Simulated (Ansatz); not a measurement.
Relaxation of C2H7BSi2 (12 atoms, charge 0, multiplicity 1), to a largest force component of 0.015 eV/Å in at most 40 steps.

Level of theory: RKS PBE0-D4/def2-SVP in Ansatz.

```xyz
12
Properties=species:S:1:pos:R:3:forces:R:3
C 0.155 2.538 1.313 -0.96 8.98 -0.22
C 0.222 1.381 1.322 0.46 -6.51 0.15
Si 0.373 -0.421 1.337 2.57 0.51 0.91
B -0.536 -1.179 -0.114 0.09 -1.68 -1.95
Si -2.451 -1.064 -0.351 -0.24 0.26 0.02
H 0.001 3.651 1.280 0.37 -1.70 0.09
H 1.851 -0.774 1.201 -0.33 0.24 0.25
H -0.060 -0.930 2.622 -0.42 -0.38 0.85
H 0.133 -1.883 -0.884 -0.36 0.42 0.31
H -3.081 -1.605 0.868 -0.30 -0.15 0.35
H -2.859 -1.816 -1.522 -0.57 -0.35 -0.68
H -2.769 0.374 -0.467 -0.31 0.37 -0.08
```

Problem. Where does it end, and by what steps?

Solution. It converged. The force dipped under the threshold on the way, but the program's further checks kept it going. After 30 steps the energy has fallen by 0.714 eV; H9 moved furthest, 1.44 Å. The start is strongly strained (largest force component 9 eV/Å).

```csv
step,energy less start (eV),largest force component (eV/Å),accepted
0,0.0000,8.979,yes
2,-0.6471,0.557,yes
4,-0.6681,0.062,yes
6,-0.6730,0.139,yes
8,-0.6836,0.243,yes
10,-0.6927,0.070,yes
12,-0.7019,0.075,yes
14,-0.7057,0.107,yes
16,-0.7092,0.051,yes
18,-0.7099,0.045,yes
20,-0.7108,0.063,yes
22,-0.7123,0.073,yes
24,-0.7131,0.056,yes
26,-0.7138,0.015,yes
28,-0.7140,0.016,yes
30,-0.7141,0.010,yes
```

```xyz
12
Properties=species:S:1:pos:R:3
C -0.393 2.388 1.625
C 0.064 1.270 1.477
Si 0.686 -0.441 1.222
B -0.623 -1.590 0.212
Si -2.299 -0.809 -0.583
H -0.794 3.378 1.757
H 1.953 -0.376 0.421
H 1.020 -1.031 2.557
H -0.374 -2.771 0.125
H -3.218 -0.573 0.582
H -3.007 -1.689 -1.563
H -2.036 0.516 -1.225
```

Time of the run: 53 s on 2 threads of Intel(R) Xeon(R) 6975P-C (Granite Rapids), on a shared host, peak memory 0.27 GiB.
